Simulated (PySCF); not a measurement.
Input of a run (PBE0-D3(BJ)/def2-SVP geometry optimisation, gas phase (PySCF 2.14.0)), started from GFN2-xTB:
```
{"job": {"xc": "PBE0", "basis": "def2-SVP", "d3": "d3bj", "grid": 1, "shake": 0.01, "kind": "geom"}, "charge": 0, "multiplicity": 1}
O      0.408670    -1.784320     0.360380
B      0.881790    -0.508630     0.229820
O      2.209040    -0.313130     0.362480
O      0.103040     0.535550    -0.022770
Si    -1.490680     0.865720    -0.322210
H      1.050950    -2.415340     0.539680
H      2.524580     0.594370     0.273430
H     -1.464350     2.328580    -0.131950
H     -2.372890     0.199160     0.655210
H     -1.799710     0.477110    -1.677490
```

Output (energies in Eh, forces in Eh/bohr):
```
step   0  E = -542.53235047  max force = 0.044932
step   1  E = -542.54015034  max force = 0.013468
step   2  E = -542.54061554  max force = 0.004053
step   3  E = -542.54074023  max force = 0.003472
step   4  E = -542.54086484  max force = 0.003664
step   5  E = -542.54095549  max force = 0.002415
step   6  E = -542.54101112  max force = 0.000732
step   7  E = -542.54102014  max force = 0.000642
step   8  E = -542.54102424  max force = 0.001127
step   9  E = -542.54101763  max force = 0.000997
step  10  E = -542.54101340  max force = 0.000425
step  11  E = -542.54101745  max force = 0.000423
step  12  E = -542.54101762  max force = 0.000142
optimisation converged
```

Task: Summarise the run.

Result: The energy falls by 0.236 eV over 13 energy and gradient evaluations, the largest force component goes from 0.0449 to 1.4e-04 Eh/bohr, and the atoms move by 0.240 Å rms after alignment. The bond that changes most is Si5–H10 (oxygen-bound silicon to Si–H hydrogen), which lengthens by 0.048 Å. Bonds longer at the end by more than 0.005 Å: 7 of 9; shorter: 0. Among the angles that change most is B2–O4–Si5, from 139.2° to 129.0°. Among the dihedrals that turn most is B2–O4–Si5–H10, from -76° to -62°. The energy rose by more than 1e-6 Eh at steps 9 and 10. The first step brought 90 % of the lowering.

Task: What are the final bond lengths?

Result: O1–B2 1.362 Å, B2–O3 1.363 Å, B2–O4 1.366 Å, O4–Si5 1.674 Å, O1–H6 0.962 Å, O3–H7 0.962 Å, Si5–H8 1.490 Å, Si5–H9 1.492 Å, Si5–H10 1.491 Å. Numbering counts from 1 in the input's order; the species is `[SiH3]OB(O)O`.

The run used 99 basis functions and 79 SCF cycles in all. On an Arm Neoverse V1 with one thread, no GPU (shared host), this took 45 s of wall time and 0.40 GiB of memory at its peak.

Stationary, but not proved a minimum. The numbers are those of one conformer.
